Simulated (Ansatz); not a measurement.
Consider the isomerisation: `O/C(Cl)=C/[SiH3]` → `C=C(Cl)O[SiH3]`.

Isolated molecules relaxed with PBE0-D4/def2-TZVP in Ansatz; ΔE leaves out vibrations. CBS: MP2 limit from def2 TZ/QZ plus the TZ coupled-cluster correction, frozen cores. DFT in def2-TZVPP. B3LYP here is the variant with VWN-RPA as its local correlation; programs differ in this. Each species was taken in one conformer, which may not be the lowest.

```tsv
level	ΔE (kJ/mol)	difference from CCSD(T)/CBS
r2SCAN-D4	-69.3	4.8
PBE0-D4	-64.6	9.5
B3LYP-D4	-76.3	-2.2
ωB97X-V	-72.8	1.3
ωB97M-V	-72.5	1.6
B2PLYP	-76.8	-2.7
PBE	-60.4	13.7
r2SCAN	-69.3	4.8
PBE0	-64.6	9.5
B3LYP	-76.3	-2.2
SCS-MP2/def2-TZVPP	-78.5	-4.4
CCSD/def2-TZVPP	-77.2	-3.1
CCSD(T)/def2-TZVPP	-74.4	-0.3
MP2/def2-QZVPP	-74.5	-0.4
HF/CBS(def2)	-91.6	-17.5
MP2/CBS(def2)	-74.1	0.0
CCSD(T)/CBS	-74.1	0
```

Largest T1 diagnostic among the species: 0.012.

In def2-TZVPP, CCSD(T) changes the Hartree–Fock value by +16.1 kJ/mol (the triples alone add +2.8 kJ/mol) and MP2 by +16.1 kJ/mol. From PBE to PBE0 (25 % exact exchange), in def2-TZVPP and without D4, ΔE moves by −4.3 kJ/mol.
